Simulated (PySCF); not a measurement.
## Magnetic susceptibility: `C=C[C@](F)(OC)C(F)F`, C5H7F3O

Molfile (atoms numbered from 1):
```
C5H7F3O
     RDKit          3D

 16 15  0  0  0  0  0  0  0  0999 V2000
    1.9425   -0.9655    0.0431 C   0  0  0  0  0  0  0  0  0  0  0  0
    0.8665   -0.5553    0.6850 C   0  0  0  0  0  0  0  0  0  0  0  0
   -0.4286   -0.1722    0.0094 C   0  0  2  0  0  0  0  0  0  0  0  0
   -0.2394   -0.1615   -1.3762 F   0  0  0  0  0  0  0  0  0  0  0  0
   -0.9534    1.0290    0.4075 O   0  0  0  0  0  0  0  0  0  0  0  0
   -0.1071    2.1532    0.2153 C   0  0  0  0  0  0  0  0  0  0  0  0
   -1.4902   -1.2728    0.2643 C   0  0  0  0  0  0  0  0  0  0  0  0
   -1.5143   -1.6142    1.5699 F   0  0  0  0  0  0  0  0  0  0  0  0
   -2.7261   -0.8562   -0.0531 F   0  0  0  0  0  0  0  0  0  0  0  0
    2.8408   -1.2320    0.5715 H   0  0  0  0  0  0  0  0  0  0  0  0
    1.9653   -1.0433   -1.0308 H   0  0  0  0  0  0  0  0  0  0  0  0
    0.8228   -0.4691    1.7607 H   0  0  0  0  0  0  0  0  0  0  0  0
   -0.6777    3.0065    0.5724 H   0  0  0  0  0  0  0  0  0  0  0  0
    0.8190    2.0526    0.7887 H   0  0  0  0  0  0  0  0  0  0  0  0
    0.1311    2.2812   -0.8436 H   0  0  0  0  0  0  0  0  0  0  0  0
   -1.2589   -2.1715   -0.3280 H   0  0  0  0  0  0  0  0  0  0  0  0
  1  2  2  0
  2  3  1  0
  3  4  1  6
  3  5  1  0
  5  6  1  0
  3  7  1  0
  7  8  1  0
  7  9  1  0
  1 10  1  0
  1 11  1  0
  2 12  1  0
  6 13  1  0
  6 14  1  0
  6 15  1  0
  7 16  1  0
M  END
```

Theory: GIAO BHandHLYP/pcSseg-1 magnetisability, rotational g tensor and spin-rotation constants, non-relativistic, gas phase in PySCF. Geometry: GFN2-xTB.

**Question.** How diamagnetic is it, and how anisotropic?

**Answer.** Isotropic -1189 × 10⁻³⁰ J/T², or -71.6 × 10⁻⁶ cm³/mol; principal values -1328, -1136, -1105 × 10⁻³⁰ J/T², anisotropy 209 × 10⁻³⁰ J/T² (root of half the summed squared differences of the principal values). The susceptibility is in cgs units.

**Question.** Split it along the inertial axes a, b, c into diamagnetic and paramagnetic parts about the centre of mass, with the quadrupole moment.

**Answer.** 
| axis | χ (10⁻⁶ cm³/mol) | diamagnetic (10⁻⁶ cm³/mol) | paramagnetic (10⁻⁶ cm³/mol) | summed x² of all electrons (Å²) | quadrupole Θ (D Å) |
| --- | --- | --- | --- | --- | --- |
| a | -75.2 | -687.4 | 612.1 | 155.1 | -0.70 |
| b | -71.4 | -893.5 | 822.1 | 106.5 | +3.22 |
| c | -68.2 | -1109.5 | 1041.2 | 55.6 | -2.52 |

Anisotropies 2χaa − χbb − χcc = -10.9 and 2χbb − χaa − χcc = +0.7 × 10⁻⁶ cm³/mol. Θ is traceless in Buckingham's convention.

**Question.** And the rotational g tensor?

**Answer.** 
```csv
axis,rotational constant (GHz),g,nuclear part,electronic part
a,1.9938,-0.0127,0.5607,-0.5734
b,1.4176,-0.0131,0.5344,-0.5475
c,1.1447,-0.0104,0.5495,-0.5599
```
Asymmetric top; isotopes 12C, 19F, 1H, 16O; no vibrational averaging.
